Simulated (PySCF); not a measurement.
B(H)2(Me) (CH5B), SMILES BC.

The structure is a stationary point at B3LYP-D3(BJ)/def2-TZVP.

Computed with r2SCAN/def2-TZVPD in PySCF.

The total energy is -65.91059 hartree. The point group is Cs and the highest occupied level is -7.90 eV. The lowest empty level comes out as -1.81 eV and the orbital gap comes out as 6.10 eV. The dipole moment is 0.72 D, the quadrupole, principal values (traceless, Buckingham form, about the centre of nuclear charge) is -1.81, -0.62, 2.43 D·Å and the mean static polarisability is 29.9 bohr³ (4.43 Å³). The polarisability, principal values is 25.6, 29.6, 34.5 bohr³.
